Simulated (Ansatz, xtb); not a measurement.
# Isomers of C7H9P in order of energy

5 gas-phase structures of C7H9P, from a drawn sample of its isomers (lower ones may exist). Each was relaxed with GFN2-xTB:

A. `CC1=CP=C(C)C=C1`, a singlet
B. `CC1=CC=CP=C1C`, a singlet
C. `CC1=CC=CC(C)=P1`, a singlet
D. `CC1=CC(C)=PC=C1`, a singlet
E. `CC1=C(C)C=PC=C1`, a singlet

Make a reasoned guess at their ranking by r2SCAN-D4/def2-SVP single-point energy.

Calculated order at r2SCAN-D4/def2-SVP: E (0.0), D (0.5), B (0.5), A (0.7), C (1.0) kcal/mol. Less than 1 kcal/mol parts E and D; D and B; B and A; A and C, so the order within those pairs means little.

Energies above the lowest of each column, in kcal/mol; the last columns are at PBE0-D3(BJ)/def2-SVP geometries:

```json
{"structure": "E", "GFN2-xTB": "0.0", "HF/STO-3G": "0.0", "r2SCAN-D4/def2-SVP": "0.0", "PBE0-D3(BJ)/def2-SVP": "0.0", "CCSD(T)/def2-SVP + ΔMP2/def2-TZVPP": "0.0"}
{"structure": "D", "GFN2-xTB": "0.8", "HF/STO-3G": "0.2", "r2SCAN-D4/def2-SVP": "0.5", "PBE0-D3(BJ)/def2-SVP": "0.6", "CCSD(T)/def2-SVP + ΔMP2/def2-TZVPP": "0.9"}
{"structure": "B", "GFN2-xTB": "1.1", "HF/STO-3G": "1.6", "r2SCAN-D4/def2-SVP": "0.5", "PBE0-D3(BJ)/def2-SVP": "0.5", "CCSD(T)/def2-SVP + ΔMP2/def2-TZVPP": "0.8"}
{"structure": "A", "GFN2-xTB": "0.6", "HF/STO-3G": "0.5", "r2SCAN-D4/def2-SVP": "0.7", "PBE0-D3(BJ)/def2-SVP": "0.7", "CCSD(T)/def2-SVP + ΔMP2/def2-TZVPP": "0.9"}
{"structure": "C", "GFN2-xTB": "1.9", "HF/STO-3G": "1.5", "r2SCAN-D4/def2-SVP": "1.0", "PBE0-D3(BJ)/def2-SVP": "1.0", "CCSD(T)/def2-SVP + ΔMP2/def2-TZVPP": "1.7"}
```

Every level run on E puts it lowest or level with the lowest. CCSD(T)/def2-SVP + ΔMP2/def2-TZVPP orders those it was run on as E (0.0), B (0.8), A (0.9), D (0.9), C (1.7) kcal/mol. Less than 1 kcal/mol parts E and B; B and A; A and D; D and C, so the order within those pairs means little. Some further structures that were screened fall inside this span and aren't listed. D keeps a small imaginary mode. ΔMP2 is the change of the MP2 energy from the smaller to the larger basis.

Over these structures GFN2-xTB departs from r2SCAN-D4/def2-SVP by 0.3 kcal/mol on average once a common shift is removed. A GFN2-xTB relaxation took about 0.07 s and the r2SCAN-D4/def2-SVP energy about 4.2 s on a shared host (Ansatz 0.2.0, xtb 6.7.1).
